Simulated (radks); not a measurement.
Problem. These are the eigenvalues of the occupied orbitals of an atom or ion with whole-number occupations (eV). All-electron calculation, Dirac Kohn-Sham, PBE, spin-unpolarised, spherical densities, finite nucleus; Fermi nuclear charge, rms radius of each element as measured or else 0.836 A^(1/3) + 0.57 fm. Program: a radial shooting solver on a logarithmic mesh with Libxc functionals.

orbital  eigenvalue
1s1/2     -71532.18
2s1/2     -12394.23
2p1/2     -11862.05
2p3/2     -10422.44
3s1/2     -2869.297
3p1/2     -2631.149
3p3/2     -2318.518
3d3/2     -1917.641
3d5/2     -1849.776
4s1/2     -598.7282
4p1/2     -499.2593
4p3/2     -426.3308
4d3/2     -262.8253
4d5/2     -249.3498
5s1/2      -85.0105
5p1/2      -54.9417
5p3/2      -43.9642
4f5/2      -43.5994
4f7/2      -41.0878
6s1/2       -5.9464
5d3/2       -5.9134
5d5/2       -5.0311

Which element is it, and in what charge state? The configuration may be excited. Open shells, if any, are shared by 2j + 1.

Solution. Z = 75, rhenium, charge 0: Re in [Xe] 4f14 5d5 6s2. The list shows which subshells hold electrons but not how many an open one holds; the 1s level, -2628.8 hartree, gives Z - s = 72.5 by -(Z - s)^2/2, which with screening and relativity narrows Z to a few neighbours, and the depths of the outer levels then fix element, charge and occupations together.
